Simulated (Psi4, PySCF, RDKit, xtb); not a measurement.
Relaxed torsion scan: SMILES Fc1ccccc1-c1cccs1. Scanned: dihedral C2–C7–C8–S12; all other coordinates were relaxed at GFN2-xTB. Points at φ and −φ are mirror images. Heavy atoms are numbered in the order of the SMILES Fc1ccccc1-c1cccs1, hydrogens after them in the order of the atoms that carry them; the mirror image has the same energies with the sign of each dihedral reversed.

- RHF/LANL2DZ = PySCF with restricted Hartree-Fock/LANL2DZ, with its core potentials past Ne // GFN2-xTB
- GFN1-xTB // GFN2-xTB (xtb)
- UFF // GFN2-xTB (RDKit)
- PBE-D3(BJ)/def2-SVP // GFN2-xTB (Psi4)

Energies relative to the lowest point of each profile, in eV; the last columns give the difference from PBE-D3(BJ):

| φ / ° | RHF/LANL2DZ | GFN1-xTB | UFF | PBE-D3(BJ)/def2-SVP | RHF/LANL2DZ − PBE-D3(BJ)/def2-SVP | GFN1-xTB − PBE-D3(BJ)/def2-SVP | UFF − PBE-D3(BJ)/def2-SVP |
|---|---|---|---|---|---|---|---|
| -150 | 0.000 | 0.016 | 0.047 | 0.012 | -0.012 | 0.004 | 0.036 |
| -120 | 0.049 | 0.111 | 0.086 | 0.101 | -0.052 | 0.009 | -0.015 |
| -90 | 0.077 | 0.177 | 0.175 | 0.178 | -0.101 | -0.001 | -0.003 |
| -60 | 0.066 | 0.115 | 0.058 | 0.109 | -0.042 | 0.007 | -0.050 |
| -30 | 0.089 | 0.040 | 0.000 | 0.036 | 0.053 | 0.004 | -0.036 |
| 0 | 0.133 | 0.017 | 0.089 | 0.021 | 0.112 | -0.003 | 0.068 |
| 30 | 0.089 | 0.040 | 0.000 | 0.036 | 0.053 | 0.004 | -0.036 |
| 60 | 0.066 | 0.115 | 0.058 | 0.109 | -0.042 | 0.007 | -0.050 |
| 90 | 0.077 | 0.177 | 0.175 | 0.178 | -0.101 | -0.001 | -0.003 |
| 120 | 0.049 | 0.111 | 0.086 | 0.101 | -0.052 | 0.009 | -0.015 |
| 150 | 0.000 | 0.016 | 0.047 | 0.012 | -0.012 | 0.004 | 0.036 |
| 180 | 0.006 | 0.000 | 0.159 | 0.000 | 0.006 | 0.000 | 0.159 |

RHF/LANL2DZ is furthest from PBE-D3(BJ)/def2-SVP at 0 (0.112 eV, above); its mean absolute difference over the points is 0.053 eV.

GFN1-xTB is furthest from PBE-D3(BJ)/def2-SVP at -120 (0.009 eV, above); its mean absolute difference over the points is 0.004 eV.

UFF is furthest from PBE-D3(BJ)/def2-SVP at 180 (0.159 eV, above); its mean absolute difference over the points is 0.042 eV.
